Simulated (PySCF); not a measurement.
Te(NH2)(SH) (H3NSTe), SMILES S[Te]N. Coordinates come from a B3LYP-D3(BJ)/def2-SVP optimisation. The def2 effective core potentials stand for the cores of Te; spin–orbit coupling is left out. The values are those of a single conformer.

Q: Give the equilibrium geometry at B3LYP-D3(BJ)/def2-SVP (PySCF confirms it by a frequency run) as a Z-matrix. (The exact figures need the calculation; the answer reports its results.)

A: Several could match; the one computed here: 
```
N
H 1 1.0180
H 1 1.0180 2 111.10
Te 1 2.0436 2 113.40 3 -129.10
S 4 2.4436 1 99.76 2 -117.84
H 5 1.3552 4 97.06 1 86.91
```
